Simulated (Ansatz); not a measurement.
`C#COC(=O)C=C` + `[NH2][SnH2][OH]` → `C#C[O][SnH2][NH2]` + `C=CC(=O)O`  (substitution at a C–O bond)

Isolated molecules relaxed with PBE0-D4/def2-TZVP in Ansatz; ΔE leaves out vibrations. CCSD(T)/CBS adds triple-zeta CCSD(T) − MP2 to the extrapolated MP2 energy (def2 sets, frozen cores). Functionals use def2-TZVPP. Elements past krypton have def2 core potentials. For Sn outer-core shells are correlated without core-valence functions, which leaves a few kJ/mol of doubt a bond. Each species was taken in one conformer, which may not be the lowest.

```csv
species,PBE energy (Eh)
`C#COC(=O)C=C`,-343.01264
`[NH2][SnH2][OH]`,-347.19351
`C#C[O][SnH2][NH2]`,-423.25801
`C=CC(=O)O`,-266.97370
```

Work out ΔE.

ΔE = (-423.25801) + (-266.97370) − (-343.01264) − (-347.19351) = -0.02556 Eh = -67.1 kJ/mol. CCSD(T)/CBS gives -62.6 kJ/mol.

Largest T1 diagnostic among the species: 0.015.

In def2-TZVPP, CCSD(T) changes the Hartree–Fock value by +7.3 kJ/mol (the triples alone add +0.4 kJ/mol) and MP2 by +7.0 kJ/mol.
